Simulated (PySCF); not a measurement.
An unknown shows these calculated signals:

$^{1}$H NMR (300 MHz, computed): δ 5.68 (m, 1H), 4.61 (m, 2H), 1.83 (s, 3H), 1.64 (t, 2H), 1.03 (m, 3H), 0.91 (m, 2H).

$^{13}$C{$^{1}$H} NMR (computed): δ 149.0 (C), 128.6 (CH), 71.1 (CH2), 32.3 (CH2), 24.3 (CH3), 24.0 (CH2), 16.1 (CH3).

Single conformer, averaged over atoms made equivalent by symmetry, fast rotation or ring inversion, gas phase, non-relativistic. PBE0-D3(BJ)/def2-SVP geometry; NMR shieldings at HF/pcSseg-1/GIAO; PySCF.

Chemical shifts δ = σref − σ; $^{1}$H and $^{13}$C against TMS, all at this level.

Which of these does the molecule contain: a CF3 group, a non-aromatic C=C double bond, a CH3CH2 unit, an aldehyde, a tert-butyl group?

## Answers


- A CF3 group: no.
- A non-aromatic C=C double bond: yes.
- A CH3CH2 unit: yes (δC 16.1, 24.0; δH 1.03 (m), 0.91 (m)).
- An aldehyde: no.
- A tert-butyl group: no.

The data belong to `CCC/C(C)=C\CF`, C7H13F; they needn't prove each group on their own.

Carbon signals by region: 2 in the sp2 and nitrile region (100–160 ppm), 1 at 50–100 ppm, 4 below 50 ppm.

Splittings by $^{19}$F in the carbon and heteronuclear signals aren't shown, as no couplings were computed. Shifts are as computed. Against solution values, carbons near 30 ppm lie about -0 ppm off and those near 130 ppm about +7 ppm. Of 1309 compounds with measured shifts, 239 miss one by over three times the rms of a fit or turn the order of signals round; such compounds aren't used in these exercises. No couplings were computed; multiplicities are counted from neighbouring protons, with m where these are inequivalent, close in shift, in a saturated or five-membered ring or joined by F or P, and br s for small geminal =CH2 splittings.
